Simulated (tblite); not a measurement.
C5H9ClO (charge +1 and doublet state).
SMILES with atom numbers: `[CH2+:1][CH:2][C@@H:3]([Cl:4])[CH2:5][O:6][CH3:7]` (hydrogens: H8, H9 on C1; H10 on C2; H11 on C3; H12, H13 on C5; H14, H15, H16 on C7)

A start from a force field or distance geometry was refined with tblite, GFN2-xTB geometry optimisation, gas phase. Values at the start:

| coordinate | start |
| --- | --- |
| C1–C2 | 1.493 Å |
| C1–H8 | 1.102 Å |
| C1–H9 | 1.064 Å |
| C2–C3 | 1.495 Å |
| C2–H10 | 1.099 Å |
| C3–Cl4 | 1.764 Å |
| C3–C5 | 1.535 Å |
| C3–H11 | 1.098 Å |
| C5–O6 | 1.390 Å |
| C5–H12 | 1.107 Å |
| C5–H13 | 1.125 Å |
| O6–C7 | 1.398 Å |
| C7–H14 | 1.092 Å |
| C1–C2–C3 | 112.9° |
| C2–C3–Cl4 | 111.3° |
| C2–C3–C5 | 104.8° |
| C3–C5–O6 | 113.3° |
| Cl4–C3–C5 | 111.2° |
| C5–O6–C7 | 112.3° |

Task: How do these coordinates change at the GFN2-xTB level?

Result: 
```json
{"coordinate": "C1–C2", "GFN2-xTB (Å or °)": "1.334", "change": "-0.159"}
{"coordinate": "C3–C5", "GFN2-xTB (Å or °)": "1.611", "change": "+0.076"}
{"coordinate": "C5–H13", "GFN2-xTB (Å or °)": "1.093", "change": "-0.032"}
{"coordinate": "C5–O6", "GFN2-xTB (Å or °)": "1.358", "change": "-0.032"}
{"coordinate": "C1–H8", "GFN2-xTB (Å or °)": "1.077", "change": "-0.025"}
{"coordinate": "C2–H10", "GFN2-xTB (Å or °)": "1.083", "change": "-0.016"}
{"coordinate": "C2–C3", "GFN2-xTB (Å or °)": "1.480", "change": "-0.015"}
{"coordinate": "C1–H9", "GFN2-xTB (Å or °)": "1.079", "change": "+0.015"}
{"coordinate": "C5–H12", "GFN2-xTB (Å or °)": "1.098", "change": "-0.009"}
{"coordinate": "C7–H14", "GFN2-xTB (Å or °)": "1.100", "change": "+0.008"}
{"coordinate": "C3–Cl4", "GFN2-xTB (Å or °)": "1.768", "change": "+0.004"}
{"coordinate": "C3–H11", "GFN2-xTB (Å or °)": "1.096", "change": "-0.002"}
{"coordinate": "O6–C7", "GFN2-xTB (Å or °)": "1.397", "change": "-0.001"}
{"coordinate": "C1–C2–C3", "GFN2-xTB (Å or °)": "125.4", "change": "+12.5"}
{"coordinate": "C5–O6–C7", "GFN2-xTB (Å or °)": "119.2", "change": "+6.9"}
{"coordinate": "C2–C3–C5", "GFN2-xTB (Å or °)": "109.0", "change": "+4.2"}
{"coordinate": "C2–C3–Cl4", "GFN2-xTB (Å or °)": "114.4", "change": "+3.1"}
{"coordinate": "Cl4–C3–C5", "GFN2-xTB (Å or °)": "108.7", "change": "-2.5"}
{"coordinate": "C3–C5–O6", "GFN2-xTB (Å or °)": "111.7", "change": "-1.6"}
```

The energy falls by 35.5 kcal/mol over 147 L-BFGS steps, the largest force on an atom goes from 6.65 to 0.010 eV/Å, and the atoms move by 0.815 Å rms after alignment. The bond that changes most is C1–C2 (ends: carbon bonded to C and 2 H; carbon bonded to 2 C and H), which shortens by 0.159 Å. Bonds longer at the end by more than 0.005 Å: 3 of 15; shorter: 9. Among the dihedrals that turn most is H13–C5–O6–C7, from 60° to 160°. Rotational constants go from 3869, 1210, 961.2 to 3425, 1364, 1084 MHz.

Its GFN2-xTB frequencies are all real (lowest 63 cm⁻¹).

One conformer stands for the species.

These are computed values.
